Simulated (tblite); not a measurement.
Species: C6H14F2Si.
Cartesian coordinates in Å at the GFN2-xTB level; atoms count from 1:
```
atom  x, y, z in Å
C1     3.087   -0.603    0.164
C2     1.899    0.180   -0.380
C3     0.577   -0.518   -0.067
C4    -0.636    0.212   -0.646
F5    -0.414    0.342   -2.038
C6    -1.912   -0.629   -0.528
C7    -2.372   -0.849    0.906
Si8   -0.843    2.012    0.008
F9    -0.393    2.010    1.558
H10    3.115   -1.604   -0.263
H11    3.021   -0.695    1.246
H12    4.019   -0.100   -0.081
H13    1.896    1.179    0.063
H14    1.999    0.290   -1.461
H15    0.452   -0.584    1.015
H16    0.605   -1.534   -0.472
H17   -1.738   -1.594   -1.012
H18   -2.699   -0.120   -1.091
H19   -2.494    0.100    1.424
H20   -1.656   -1.451    1.459
H21   -3.327   -1.369    0.912
H22    0.046    2.934   -0.676
H23   -2.240    2.418    0.020
```

Computed with GFN2-xTB (tblite): harmonic, unscaled wavenumbers at the GFN2-xTB geometry, gas phase. This tight-binding method is rough: wavenumbers can miss measured ones by several per cent, in bad cases by 10 to 20. Modes of hydrogen on silicon can be 10 to 20 % off. One conformer, not necessarily the lowest.

Harmonic wavenumbers (cm⁻¹): 50.7, 74.7, 82.2, 99.3, 141.5, 151.8, 189.4, 230.7, 244.1, 262.3, 269.1, 335.4, 363.1, 449.6, 459.3, 540.0, 556.4, 623.9, 709.7, 774.5, 788.1, 810.8, 821.2, 873.4, 939.2, 945.6, 970.5, 1020.5, 1084.3, 1099.5, 1108.8, 1140.1, 1160.9, 1185.5, 1238.3, 1263.4, 1283.7, 1303.9, 1337.5, 1365.7, 1416.1, 1416.8, 1476.1, 1487.7, 1496.2, 1500.3, 1504.4, 1505.3, 1505.6, 2331.3, 2371.5, 2951.9, 2957.1, 2967.6, 2976.1, 2987.7, 2996.4, 3030.2, 3030.8, 3033.9, 3036.5, 3040.8, 3048.6.

A = 1424, B = 969.7, C = 831.2 MHz; mass 152.083 u (most abundant isotopes); point group C1, symmetry number 1.

What is the zero-point energy?

Half the sum of the wavenumbers: 41209 cm⁻¹ = 492.97 kJ/mol.

What is S at 350 K and 1 bar for an ideal gas of classical rigid rotors and harmonic oscillators?

Translation 174.85, rotation 127.59, vibration 188.58: S = 491.0 J/(mol K).

And Cp and H(350 K) − H(0)?

Cp = 219.50 J/(mol K), of which vibrations give 186.25 (their classical limit is 63 R = 523.8); H(350 K) − H(0) = 45.89 kJ/mol without the zero-point energy, 34.25 from vibrations.

Which modes carry the vibrational entropy at 350 K?

50.7 cm⁻¹: 21.37; 74.7 cm⁻¹: 18.16; 82.2 cm⁻¹: 17.37; 99.3 cm⁻¹: 15.82; 141.5 cm⁻¹: 12.94; 151.8 cm⁻¹: 12.37 J/(mol K); the other 57 give 90.55 together.

Blend soft modes into free rotors: weight 1/[1 + (100 cm⁻¹/ν̃)⁴] for the oscillator and the rest for a rotor with moment μB/(μ + B), μ = h/(8π²ν), B = 10⁻⁴⁴ kg m². What vibrational entropy results?

174.82 J/(mol K) in place of 188.58, which changes −T·S at 350 K by +4.82 kJ/mol.

What must be added to the electronic energy to get the Gibbs energy at 350 K and 1 bar?

ZPE + [H(350 K) − H(0)] − T·S = 492.97 + 45.89 − 171.86 = 367.00 kJ/mol.

Hindered rotation and anharmonicity are outside this model. Other conformers, if any are populated, would add a mixing term that is left out. The structure is chiral; the term R ln 2 for an equal mix with its mirror image is left out.

Hardware: Arm Neoverse V1, one thread, no GPU, shared host with 32 logical CPUs at a one-minute load of 20. Cost: 1.1 s. This covers the Hessian and the dipole derivatives.
